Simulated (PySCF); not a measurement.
**Static response to an electric field**

C₈H₄F₂O₂.
Geometry (PBE0-D3(BJ)/def2-SVP, Å), atoms numbered from 1 in this order:
```xyz
16
C8H4F2O2 angstrom
O      3.557   -0.562   -0.805
C      2.863    0.116   -0.126
F      3.389    1.041    0.687
C      1.384    0.077   -0.048
C      0.669    0.940    0.791
C     -0.716    0.865    0.837
C     -1.386   -0.074    0.045
C     -2.865   -0.120    0.132
O     -3.558    0.566    0.806
F     -3.392   -1.061   -0.661
C     -0.672   -0.937   -0.795
C      0.713   -0.861   -0.841
H      1.207    1.666    1.402
H     -1.299    1.526    1.481
H     -1.210   -1.663   -1.406
H      1.296   -1.521   -1.486
```

Level: wB97X-D/def2-SVPD (PySCF), static field, nuclei fixed, core orbitals frozen in the response. The polarisability tensor in these axes (au):

```
x   141.97  -0.68  -7.78
y    -0.68  80.92  23.27
z    -7.78  23.27  76.97
```

Q: Give the principal values, the mean and the anisotropy Δα = √{½[(α1 − α2)² + (α2 − α3)² + (α1 − α3)²]}.

A: Principal values 55.27, 101.49 and 143.10 au; mean 99.95 au = 14.81 Å³ = 16.48 × 10⁻⁴⁰ C²·m²/J; Δα = 76.10 au (76 % of the mean).

Q: What is the dipole moment?

A: 0.01 D; point group C2h allows none, and the residue is numerical.

Q: What would n − 1 = 2πNα be for an ideal gas of these molecules at 500 K and 1 atm, electronic part alone?

A: N = p/kT = 1.4678 × 10¹⁹ cm⁻³, so n − 1 = 2π × N × 14.81 × 10⁻²⁴ cm³ = 1366 × 10⁻⁶ at long wavelengths.

Q: What molar refraction does this α imply?

A: Lorentz–Lorenz: R = (4π/3)N_A α = 2.5225 cm³/(mol·Å³) × 14.81 Å³ = 37.4 cm³/mol, in the limit of long wavelengths.

Q: Give the eigenvalues of the traceless quadrupole moment Θ = ½Σq(3rr − r²1), origin at the centre of nuclear charge.

A: -28.04, 10.98, 17.06 D·Å. The electronic extent ⟨r²⟩ about the same centre is 2472 bohr², a root-mean-square distance of 2.84 Å for the 86 electrons.

Q: Form Σ f/ω² (atomic units) for the 10 lowest TDDFT singlets, given as eV and f, and set it beside the mean polarisability, which is this sum over all singlets: 4.72, 0.0413; 5.23, 0.0035; 5.25, 0.0019; 5.28, 0.3983; 6.65, 0.0000; 6.78, 0.2443; 6.88, 0.6274; 7.31, 0.0000; 7.37, 0.0000; 7.51, 0.0000.

A: They add up to 25.86 au, 25.9 % of the 99.95 au; the largest single term is 10.60 au, from the state at 5.28 eV. Terms in order: 1.37, 0.10, 0.05, 10.60, 0.00, 3.93, 9.80, 0.00, 0.00, 0.00 au. Higher excitations give the rest. The strengths listed sum to 1.317.

Isolated species at its PBE0-D3(BJ)/def2-SVP geometry (one conformer only).
